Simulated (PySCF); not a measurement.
## Highest orbital energy against ionisation energy along group 15

Calculated with PySCF 2.14, no spin-orbit coupling. Each cell gives −ε(HOMO) / ΔSCF in eV; NIST values include spin-orbit coupling, (s) semi-empirical, (t) theoretical.

```json
{"species": "N⁺ (ANO-RCC-VTZP, spin-free X2C)", "UHF": "30.380 / 29.211", "LDA": "22.017 / 30.062", "PBE": "22.033 / 29.912", "PBE0": "24.250 / 29.921", "r2SCAN": "22.805 / 30.149", "NIST (lowest levels)": "29.601 (s)"}
{"species": "P⁺ (ANO-RCC-VTZP, spin-free X2C)", "UHF": "19.722 / 19.165", "LDA": "14.901 / 19.808", "PBE": "14.977 / 19.777", "PBE0": "16.326 / 19.816", "r2SCAN": "15.412 / 19.948", "NIST (lowest levels)": "19.769 (s)"}
{"species": "As⁺ (ANO-RCC-VTZP, spin-free X2C)", "UHF": "18.445 / 17.987", "LDA": "14.042 / 18.658", "PBE": "14.016 / 18.500", "PBE0": "15.295 / 18.558", "r2SCAN": "14.454 / 18.724", "NIST (lowest levels)": "18.589"}
{"species": "Sb⁺ (ANO-RCC-VTZP, spin-free X2C)", "UHF": "16.422 / 16.046", "LDA": "12.677 / 16.715", "PBE": "12.603 / 16.508", "PBE0": "13.730 / 16.575", "r2SCAN": "12.978 / 16.690", "NIST (lowest levels)": "16.626 ± 0.025"}
{"species": "Bi⁺ (ANO-RCC-VTZP, spin-free X2C)", "UHF": "15.704 / 15.355", "LDA": "12.162 / 16.044", "PBE": "12.049 / 15.813", "PBE0": "13.132 / 15.876", "r2SCAN": "12.409 / 15.958", "NIST (lowest levels)": "16.703"}
```

Q: How far is −ε(HOMO) from ΔSCF on average for each method, and why?

A: UHF 0.58 eV; LDA -5.10 eV; PBE -4.97 eV; PBE0 -3.60 eV; r2SCAN -4.68 eV. Hartree-Fock orbital energies lack relaxation and so exceed the ΔSCF value; semilocal functionals have convex E(N) from self-interaction, so their HOMO lies far too high; exact exchange moves hybrids part of the way back.
